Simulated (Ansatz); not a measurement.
H$_{4}$MoO$_{5}$ (`[O]=[Mo]([OH])([OH])([OH])[OH]`), relaxed with RKS PBE0-D4/def2-TZVP in Ansatz 0.2.0 from a PBE-D4/def2-SVP geometry. The force threshold is 0.005 eV/Å; the program also tests the step.

Total charge 0; spin multiplicity 1. Mo: def2 effective core potential.

Start:

```xyz
10

O     1.474    0.496    1.459
Mo    0.303    0.100    0.313
O     0.909   -1.641   -0.157
O    -1.287   -0.719    1.033
O    -0.712    1.709    0.340
O     0.759    0.529   -1.516
H     0.544   -2.105   -0.935
H    -1.169   -1.638    1.342
H    -1.551    1.785   -0.154
H     0.730    1.483   -1.723
```

Problem. How much energy does the relaxation release, and in how many steps? (An estimate is asked.)

Solution. Computed: 0.08 eV, in 6 steps, 1 of them rejected.

Problem. Which bonds change most? (An estimate is asked.)

Solution. Ansatz gave: O1–Mo2 from 1.685 to 1.660 Å; Mo2–O5 from 1.903 to 1.879 Å; Mo2–O3 from 1.902 to 1.880 Å; Mo2–O6 from 1.934 to 1.916 Å.

Problem. Give the relaxed structure. (Best estimate.)

Solution. Ansatz gave: 
```xyz
10

O     1.469    0.497    1.448
Mo    0.313    0.105    0.323
O     0.887   -1.624   -0.141
O    -1.264   -0.688    1.052
O    -0.693    1.693    0.328
O     0.780    0.512   -1.490
H     0.575   -2.075   -0.931
H    -1.195   -1.624    1.258
H    -1.545    1.770   -0.111
H     0.673    1.434   -1.738
```
